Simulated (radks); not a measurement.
Problem. Nd IV, configuration [Xe] 4f2.5 6s0.5 (fractional occupations, a model configuration). Method: scalar-relativistic Kohn-Sham, PBE, spin-polarised, spherical densities, finite nucleus; open shells are filled with parallel spins first (spin-orbit coupling, left out, can overturn this in heavy ions); Fermi nuclear charge, rms radius 4.9123 fm; computed with a radial shooting solver on a logarithmic mesh with Libxc functionals. Some entries of the table are withheld. Estimate them.

| orbital | occ. | eigenvalue (eV) | <r> (bohr) |
|---|---|---|---|
| 1s up | 1 | -43433.13 | 0.02363 |
| 1s down | 1 | -43433.12 | 0.02363 |
| 2s up | 1 | -7055.751 | 0.1010 |
| 2s down | 1 | -7055.737 | 0.1010 |
| 2p up | 3 | -6311.493 | 0.08880 |
| 2p down | 3 | -6311.483 | 0.08880 |
| 3s up | 1 | -1560.862 | 0.2664 |
| 3s down | 1 | -1560.057 | 0.2663 |
| 3p up | 3 | -1326.111 | 0.2646 |
| 3p down | 3 | -1325.310 | 0.2645 |
| 3d up | 5 | -1000.203 | 0.2418 |
| 3d down | 5 | -999.5829 | 0.2417 |
| 4s up | 1 | -340.5115 | 0.6057 |
| 4s down | 1 | -338.3783 | 0.6056 |
| 4p up | 3 | -263.3601 | 0.6406 |
| 4p down | 3 | -261.2201 | 0.6405 |
| 4d up | 5 | -153.5620 | 0.7006 |
| 4d down | 5 | -151.4202 | 0.7008 |
| 5s up | 1 | (1) | 1.416 |
| 5s down | 1 | (2) | 1.424 |
| 5p up | 3 | (3) | 1.613 |
| 5p down | 3 | (4) | 1.623 |
| 4f up | 2.5 | (5) | 0.9313 |
| 4f down | 0 | (6) | 0.9441 |
| 6s up | 0.5 | -22.8279 | 3.228 |
| 6s down | 0 | -22.0119 | 3.201 |

Solution. 
(1) 5s up eigenvalue (eV): -71.2761
(2) 5s down eigenvalue (eV): -70.0282
(3) 5p up eigenvalue (eV): -51.3213
(4) 5p down eigenvalue (eV): -50.3223
(5) 4f up eigenvalue (eV): -36.4042
(6) 4f down eigenvalue (eV): -34.4488
